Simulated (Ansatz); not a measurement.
`C=C(Cl)O[SiH3]` + `[OH][GeH2][SiH3]` → `[SiH3][O][GeH2][SiH3]` + `C=C(O)Cl`  (ligand exchange at the Si–O bond)

Gas-phase electronic energies from Ansatz, PBE0-D4/def2-TZVP geometries. CCSD(T)/CBS is the MP2 limit (def2-TZVPP, def2-QZVPP) plus CCSD(T) − MP2 in def2-TZVPP, frozen cores. For Ge outer-core shells are correlated without core-valence functions, which leaves a few kJ/mol of doubt a bond. Scalar relativity is left out up to krypton. One conformer a species, not always the lowest.

| species | HF/def2-QZVPP energy (Eh) |
| --- | --- |
| `C=C(Cl)O[SiH3]` | -902.06377 |
| `[OH][GeH2][SiH3]` | -2442.77193 |
| `[SiH3][O][GeH2][SiH3]` | -2732.93707 |
| `C=C(O)Cl` | -611.90872 |

Problem. Work out ΔE.

Solution. ΔE = (-2732.93707) + (-611.90872) − (-902.06377) − (-2442.77193) = -0.01009 Eh = -6.3 kcal/mol. CCSD(T)/CBS gives -3.8 kcal/mol.

Largest T1 diagnostic among the species: 0.012.

In def2-TZVPP, CCSD(T) changes the Hartree–Fock value by +2.2 kcal/mol (the triples alone add +0.5 kcal/mol) and MP2 by +2.4 kcal/mol. From PBE to PBE0 (25 % exact exchange), in def2-TZVPP and without D4, ΔE moves by −0.9 kcal/mol.
